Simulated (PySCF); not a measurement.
# Dipole moment and polarisability of SbH2(OtBu)

Compound: SbH2(OtBu), C4H11OSb.
Geometry (PBE0-D3(BJ)/def2-SVP, Å), atoms numbered from 1 in this order:
```xyz
17
C4H11OSb angstrom
Sb     1.4900    2.2399    0.1486
H      2.7330    2.2987   -1.0361
H      0.5980    3.4368   -0.7143
O      0.6054    0.6889   -0.7712
C     -0.1332   -0.2834   -0.0502
C     -1.3123    0.3650    0.6745
C     -0.6405   -1.2474   -1.1190
C      0.7650   -1.0233    0.9409
H     -1.9407   -0.3847    1.1791
H     -0.9607    1.0709    1.4467
H     -1.9368    0.9202   -0.0415
H     -1.2634   -0.7052   -1.8451
H     -1.2359   -2.0595   -0.6747
H      0.2102   -1.6853   -1.6610
H      1.1491   -0.3383    1.7151
H      1.6247   -1.4642    0.4140
H      0.2196   -1.8296    1.4546
```

Level: B3LYP/def2-SVPD (PySCF), static field, nuclei fixed, core orbitals frozen in the response. The polarisability tensor in these axes (au):

```
x    98.76  11.28  -0.26
y    11.28 110.44  -0.90
z    -0.26  -0.90  89.57
```

Task: What are the eigenvalues, a third of the trace, and Δα (Δα² = ½Σ(αi − αj)² over the three pairs)?

Result: Principal values 89.52, 91.92 and 117.34 au; mean 99.59 au = 14.76 Å³ = 16.42 × 10⁻⁴⁰ C²·m²/J; Δα = 26.70 au (27 % of the mean).

Task: What is the dipole moment, and where does it point?

Result: (-0.09, 0.03, 1.53) D, 1.54 D in size, pointing from the negative to the positive side. Measured along this direction, the outermost atoms are H12 and H14 at the negative end and H15 and H10 at the positive end.

Task: Directions of the eigenvectors, and the extent of the frame along each?

Result: Largest value along (0.52, 0.85, -0.03), where the nuclei span 5.79 Å; middle along (0.85, -0.51, 0.10), 4.31 Å; least along (-0.07, 0.08, 0.99), 3.40 Å. The response follows the extents in order.

Task: What would n − 1 = 2πNα be for an ideal gas of these molecules at 400 K and 1 atm, electronic part alone?

Result: N = p/kT = 1.8347 × 10¹⁹ cm⁻³, so n − 1 = 2π × N × 14.76 × 10⁻²⁴ cm³ = 1701 × 10⁻⁶ at long wavelengths, for an ideal gas.

Task: Find the Langevin capture rate constant for NO+ (29.998 u) meeting this molecule (195.985 u), k = 2.342 × 10⁻⁹ cm³/s × √(α in Å³ / reduced mass in u).

Result: The reduced mass is 26.02 u, so k = 1.76 × 10⁻⁹ cm³/s. The formula leaves out the permanent dipole, which adds to the capture rate.

The structure is a single PBE0-D3(BJ)/def2-SVP conformer in the gas phase; no vibrational or solvent corrections. Atoms past krypton carry effective core potentials; spin–orbit coupling is left out.

The run behind these numbers computed excited states as well. Hardware: one thread of an Intel Xeon at 2.50 GHz (shared host). Cost: 2.3 min wall, 2.1 min CPU (with the writing of density and orbital grids), 0.96 GiB resident at most.
